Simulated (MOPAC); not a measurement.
MOPAC input (AM1):

```
AM1 FORCE THERMO(298,298) PRECISE LET CHARGE=-1 GEO-OK AUX(PRECISION=9) THREADS=1
HBI

B    -0.93228135 1   -1.69289947 1    0.39565976 1
H    -1.91875142 1   -1.61362850 1   -0.35387256 1
I     0.10121044 1    0.15088368 1   -0.02240633 1
```

Output:

```
 *******************************************************************************
 **                                                                           **
 **                              MOPAC v23.2.5                                **
 **                                                                           **
 *******************************************************************************
 ** MOPAC's Digital Object Identifier: https://doi.org/10.5281/zenodo.6511958 **
 **                                                                           **
 ** Please cite the open-source release paper for use of this MOPAC version:  **
 ** J. E. Moussa and J. J. P. Stewart (2026)                                  **
 ** MOPAC: An open-source semiempirical molecular orbital program             **
 ** J. Open Source Softw., 11(119), 8025, https://doi.org/10.21105/joss.08025 **
 *******************************************************************************

                              AM1 CALCULATION RESULTS

 *******************************************************************************
 *  AM1        - The AM1 Hamiltonian to be used
 *  GEO-OK     - OVERRIDE INTERATOMIC DISTANCE AND OTHER SAFETY CHECKS
 *
 *
 *
 *                 CHARGE ON SYSTEM = -1
 *
 *
 *
 *  LET        - OVERRIDE SOME SAFETY CHECKS
 *  PRECISE    - TIGHTER CRITERIA TO BE USED
 *  FORCE      - FORCE CALCULATION SPECIFIED
 *  AUX        - OUTPUT AUXILIARY INFORMATION
 *  THERMO     - THERMODYNAMIC QUANTITIES TO BE CALCULATED
 *******************************************************************************
AM1 FORCE THERMO(298,298) PRECISE LET CHARGE=-1 GEO-OK AUX(PRECISION=9) THREADS=1
 HBI

   ATOM   CHEMICAL          X               Y               Z
  NUMBER   SYMBOL      (ANGSTROMS)     (ANGSTROMS)     (ANGSTROMS)

     1       B         -0.93228135  *  -1.69289947  *   0.39565976  *
     2       H         -1.91875142  *  -1.61362850  *  -0.35387256  *
     3       I          0.10121044  *   0.15088368  *  -0.02240633  *

          CARTESIAN COORDINATES

    NO.       ATOM           X           Y           Z

     1         B         -0.9323     -1.6929      0.3957
     2         H         -1.9188     -1.6136     -0.3539
     3         I          0.1012      0.1509     -0.0224

  H: (AM1): M.J.S. DEWAR ET AL, J. AM. CHEM. SOC. 107 3902-3909 (1985)
  B: (AM1): M.J.S. DEWAR ET AL, ORGANOMETALLICS, 7, 513-521 (1988)
  I: (AM1): M.J.S. DEWAR AND E. G. ZOEBISCH, THEOCHEM, 180, 1 (1988).

           Empirical Formula: H B I  =     3 atoms

      MOLECULAR POINT GROUP   :   Cs

      RHF CALCULATION, NO. OF DOUBLY OCCUPIED LEVELS = 6

          HEAT OF FORMATION =      38.651007 KCALS/MOLE

          CARTESIAN COORDINATE DERIVATIVES

   NUMBER  ATOM         X            Y            Z

     1       B     -0.001066     0.002215     0.000000
     2       H     -0.000968     0.002091     0.000000
     3       I      0.002034    -0.004306     0.000000

 DIPOLE           X         Y         Z       TOTAL
 POINT-CHG.    -1.113    -5.761     0.000     5.867
 HYBRID         1.608     0.381    -0.000     1.652
 SUM            0.495    -5.380     0.000     5.403

          GRADIENT NORM =   0.00583

          MOLECULAR WEIGHT =  138.72

          ROTATIONAL CONSTANTS IN CM(-1)

          A =   12.71669236   B =    0.32772133   C =    0.31948783

           PRINCIPAL MOMENTS OF INERTIA IN UNITS OF 10**(-40)*GRAM-CM**2

          A =        2.2013   B =       85.4163   C =       87.6176

          ORIENTATION OF MOLECULE IN FORCE CALCULATION

    NO.       ATOM         X         Y         Z

     1          B       0.4036   -1.9274    0.0000
     2          H       1.6451   -1.9274    0.0000
     3          I      -0.0474    0.1795   -0.0000

    FIRST DERIVATIVES WILL BE USED IN THE CALCULATION OF SECOND DERIVATIVES

    FOR POINT-GROUP Cs   THERE ARE   2 UNIQUE SYMMETRY FUNCTIONS.

(To convert to Hartree/Bohr^2, multiply by (10^(-21) x N x a0^2)/(4.184 x 627.51) =  0.0642)

           FORCE MATRIX IN MILLIDYNES/ANGSTROM

                  B  1       H  2       I  3
 ------------------------------------------
     B    1   5.386442
     H    2   4.673300   4.668766
     I    3   2.025620   0.233214   2.126408

          HEAT OF FORMATION =      38.651007 KCALS/MOLE

          ZERO POINT ENERGY       6.186 KCAL/MOL

           NORMAL COORDINATE ANALYSIS (Total motion = 1 Angstrom)

   Root No.       1         2         3

                 1 A'      2 A'      3 A'

                 573.9     825.3    2928.2

   x  B    1   -0.1131   -0.0344   -0.0857
   y  B    1    0.3861   -0.1228   -0.0011
   z  B    1   -0.0000    0.0000    0.0000
   x  H    2   -0.1136   -0.0446    0.9142
   y  H    2    0.5473    0.8664    0.0088
   z  H    2   -0.0000   -0.0000   -0.0000
   x  I    3    0.0105    0.0033    0.0000
   y  I    3   -0.0372    0.0036    0.0000
   z  I    3    0.0000   -0.0000   -0.0000

           MASS-WEIGHTED COORDINATE ANALYSIS (NORMAL COORDINATES)

   Root No.       1         2         3

                 1 A'      2 A'      3 A'

                 573.9     825.3    2928.2

   x  B    1   -0.2476   -0.1169   -0.2933
   y  B    1    0.8454   -0.4170   -0.0039
   z  B    1   -0.0000    0.0000    0.0000
   x  H    2   -0.0760   -0.0463    0.9560
   y  H    2    0.3659    0.8984    0.0092
   z  H    2   -0.0000   -0.0000   -0.0000
   x  I    3    0.0790    0.0383    0.0004
   y  I    3   -0.2794    0.0417    0.0003
   z  I    3    0.0000   -0.0000   -0.0000

          DESCRIPTION OF VIBRATIONS

 VIBRATION          1    1A'         ATOM PAIR     ENERGY CONTRIBUTION    RADIAL
 FREQUENCY           573.89         B 1 -- I 3         +56.6% (104.6%)     99.5%
 TRANSITION DIPOLE   1.0150         B 1 -- H 2         +43.4% ( 91.6%)     11.4%
 TRAVEL (Ang.)       0.1257
 REDUCED MASS        7.4316
 EFFECTIVE MASS     15.3224
 FORCE CONSTANT      1.4421

 VIBRATION          2    2A'         ATOM PAIR     ENERGY CONTRIBUTION    RADIAL
 FREQUENCY           825.31         B 1 -- H 2         +90.4% ( 99.7%)      0.3%
 TRANSITION DIPOLE   0.7450         B 1 -- I 3          +9.6% ( 32.6%)     73.8%
 TRAVEL (Ang.)       0.2801
 REDUCED MASS        1.0417
 EFFECTIVE MASS      2.5637
 FORCE CONSTANT      0.4180

 VIBRATION          3    3A'         ATOM PAIR     ENERGY CONTRIBUTION    RADIAL
 FREQUENCY          2928.23         B 1 -- H 2         +99.2% (100.0%)    100.0%
 TRANSITION DIPOLE   2.4580         B 1 -- I 3          +0.8% (  8.8%)      3.8%
 TRAVEL (Ang.)       0.1580
 REDUCED MASS        0.9219
 EFFECTIVE MASS      1.4427
 FORCE CONSTANT      4.6576

      SYMMETRY NUMBER FOR POINT-GROUP Cs  =  1

          SYSTEM IS A GROUND STATE

 HBI

          MOLECULE IS NOT LINEAR

          THERE ARE  3 GENUINE VIBRATIONS IN THIS SYSTEM
          THIS THERMODYNAMICS CALCULATION IS LIMITED TO
          MOLECULES WHICH HAVE NO INTERNAL ROTATIONS

                    CALCULATED THERMODYNAMIC PROPERTIES
                                          *
   TEMP. (K)   PARTITION FUNCTION   H.O.F.    ENTHALPY  HEAT CAPACITY ENTROPY
                                   KCAL/MOL   CAL/MOLE    CAL/K/MOL  CAL/K/MOL

 298.00  VIB.     0.1087D+01                   154.3228     1.6967     0.6837
         ROT.     0.4579D+04                   888.2803     2.9808    19.7313
         INT.     0.4977D+04                  1042.6031     4.6775    20.4150
         TRA.     0.1580D+28                  1480.4672     4.9680    40.6914
         TOT.                       38.651    2523.0703     9.6455    61.1064

   *: NOTE: HEATS OF FORMATION ARE RELATIVE TO THE
            ELEMENTS IN THEIR STANDARD STATE AT 298K
              (=  Standard Enthalpy of Formation).

            Hvib:  Zero-point energy is not included.
                   frequencies of less than zero cm-1 are not included.
            Hrot = (3/2)RT
            Htra = (3/2)RT + pV = (5/2)RT

            Heat capacity is Cp, not Cv

          For more information, see: HTTP://OpenMOPAC.net/Manual/thermochemistry.html

           FORCE CONSTANT IN CARTESIAN COORDINATES (Millidynes/A)

    ATOM   CHEMICAL       X               Y               Z
   NUMBER   SYMBOL  FORCE CONSTANT  FORCE CONSTANT  FORCE CONSTANT

      1       B        4.886630        2.254768       -0.000923
      2       H        4.655249        0.353022       -0.001256
      3       I        0.228569        2.010223       -0.000130

 **********************
 *                    *
 * JOB ENDED NORMALLY *
 *                    *
 **********************

 == MOPAC DONE ==
```

The dipole moment of an ion depends on the origin.
